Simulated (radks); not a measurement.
Results of a calculation; reference values are marked as such.
Problem. As V, 29 electrons, occupied as [Ar] 3d10 4s1 (the NIST ground configuration). Level of theory: scalar-relativistic Kohn-Sham, PBEsol, spin-polarised, spherical densities, finite nucleus; open shells are filled with parallel spins first; Fermi nuclear charge, rms radius 4.0968 fm (a radial shooting solver on a logarithmic mesh with Libxc functionals). Some entries of the table are withheld. Estimate them.

orbital  occ.  eigenvalue (Ry)  <1/r> (bohr^-1)  <r^2> (bohr^2)
1s up       1        -864.4514            33.45        0.002789
1s down     1        -864.4434            33.45        0.002789
2s up       1        -112.9045            7.364         0.04854
2s down     1        -112.9005            7.364         0.04854
2p up       3        -99.49544            7.219         0.03848
2p down     3        -99.49089            7.219         0.03849
3s up       1        -17.65717            2.385          0.4126
3s down     1        -17.64629            2.386          0.4118
3p up       3        -13.50762            2.233          0.4466
3p down     3        -13.49421            2.236          0.4450
3d up       5         -6.66847              (1)          0.5601
3d down     5         -6.64521              (2)          0.5511
4s up       1         -4.24720           0.7937             (3)
4s down     0         -4.09626           0.7965             (4)
4p up       0         -3.32802           0.6957             (5)
4p down     0         -3.17559           0.6956             (6)

Solution. 
(1) 3d up <1/r> (bohr^-1): 1.921
(2) 3d down <1/r> (bohr^-1): 1.929
(3) 4s up <r^2> (bohr^2): 3.142
(4) 4s down <r^2> (bohr^2): 3.136
(5) 4p up <r^2> (bohr^2): 4.024
(6) 4p down <r^2> (bohr^2): 4.037
